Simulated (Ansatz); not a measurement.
Molecule: ethynyl(prop-2-ynyl)silane, C₅H₆Si, net charge 0, singlet state. 
Geometry from a B3LYP-D3(BJ)/def2-TZVP (Ansatz, an electronic-structure program) optimisation:
```
Si
H 1 1.4768
H 1 1.4768 2 110.09
C 1 1.8277 2 109.23 3 -119.93
C 4 1.2060 3 149.52 1 -177.90
H 5 1.0639 3 158.68 1 -178.90
C 1 1.8940 2 109.77 3 120.95
H 7 1.0936 1 108.59 2 61.44
H 7 1.0936 8 106.98 1 -117.03
C 7 1.4491 8 110.92 9 -121.10
C 10 1.2009 9 152.41 7 -174.28
H 11 1.0619 8 161.89 7 178.22
```
Charge 0, spin multiplicity 1.

PBE beside other levels, property by property. Correlated levels leave the core frozen unless marked. Open shells are spin-unrestricted. Spin-orbit coupling is left out. Non-relativistic. CBS marks a two-point X^-3 extrapolation of the correlation energy; Hartree-Fock from the larger set. [CCSD(T)-MP2]/basis is that difference in the basis named. Atomisation energies are electronic, to ground-state atoms; the column to compare with has the core term from cc-pwCVTZ added, other frozen-core levels have none. Vertical energies are electronic, to the SCF solution reached for that spin. The coupled-cluster column (Ansatz) is a level with limits of its own: (a) RI-MP2/CBS(aug-cc-pV(T+d)Z,aug-cc-pV(Q+d)Z)+[CCSD(T)-MP2]/aug-cc-pV(T+d)Z; (b) CCSD(T)/CBS(aug-cc-pV(T+d)Z,aug-cc-pV(Q+d)Z).

| property | PBE/def2-TZVPD (Ansatz) | B2PLYP/def2-TZVPD (Ansatz) | RI-MP2/CBS(aug-cc-pV(T+d)Z,aug-cc-pV(Q+d)Z) (Ansatz) | CCSD(T)/aug-cc-pV(T+d)Z (Ansatz) | coupled cluster |
|---|---|---|---|---|---|
| vertical triplet-singlet gap (eV) | 4.99 | 5.46 | 5.93 | 5.48 | 5.52 (a) |
| atomisation energy (kcal/mol) | 1236.7 | 1201.3 | 1241.0 | 1184.8 | 1217.0 (b) |
| vertical ionisation energy to the doublet (eV) | 9.12 | 9.67 | 10.34 | 9.93 | 10.02 (a) |

As the rows show:
- vertical triplet-singlet gap: PBE lies 0.53 eV below coupled cluster.
- atomisation energy: PBE lies 19.7 kcal/mol above coupled cluster.
- vertical ionisation energy to the doublet: PBE lies 0.90 eV below coupled cluster.
